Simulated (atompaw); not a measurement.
molybdenum (Mo): one change to a PAW (atompaw) potential, before and after

atompaw 4.2.0.5 input, output lines left out:

```
Mo 42
GGA-PBE scalarrelativistic loggrid 1500 logderivrange -5 5 251
5 5 4 0 0 0
5 1 0
4 2 4
0 0 0
c
c
c
c
v
c
c
v
v
c
v
2
2.85 2.75 2.85 2.70
y
1.7
n
n
y
0.65
n
modrrkj vanderbiltortho sinc
3 0 troulliermartins
2.85
2.85
1.85
2.85
2.85
2.85
```

Change: augmentation sinc compensation charge, radius 2.75 bohr; PAW radius 2.85 bohr; waves and projectors: custom polynom gramschmidtortho.

Cutoffs: the cutoffs (Ry, on a coarse ladder) from which the occupation-weighted sum of valence levels, in a spherical-Bessel basis at the reference potential, stays within 10 and 1 mRy of its value at 400 Ry; they do not see the model core or the augmentation charge, which bear on the density cutoff.

Problem. What does the change do?

Solution. The potential gets harder (21 Ry and 40 Ry → 25 Ry and 40 Ry); both files keep a bound ghost (s); the range in which the s phases agree widens (upper end -0.3 → 4.4); the range in which the p phases agree widens (upper end 0.6 → 4.2).

| quantity | base | changed |
| --- | --- | --- |
| cutoff, loose | 21 Ry | 25 Ry |
| cutoff, tight | 40 Ry | 40 Ry |
| loose cutoff by channel (10 mRy a level) | s 6 Ry, p 18 Ry, d 8 Ry | s 6 Ry, p 18 Ry, d 10 Ry |
| bound ghosts | s | s |
| s: phases at 2.85 bohr within 0.05 rad from the reference energy up to (Ry; the scan ends near 5) | -0.3 | 4.4 |
| p: phases at 2.85 bohr within 0.05 rad from the reference energy up to (Ry; the scan ends near 5) | 0.6 | 4.2 |
| d: phases at 2.85 bohr within 0.05 rad from the reference energy up to (Ry; the scan ends near 5) | -0.4 | 1.9 |
| lowest overlap eigenvalue by channel | s 0.02, p 1.00, d 1.00 | s 0.03, p 0.50, d 0.91 |

 A true bound ghost makes a file unfit for plane-wave use even where its test errors are small: the radial tests pick states by their node count and pass the ghost by. The cutoffs see the waves, projectors and local potential, not the compensation charge or the core.
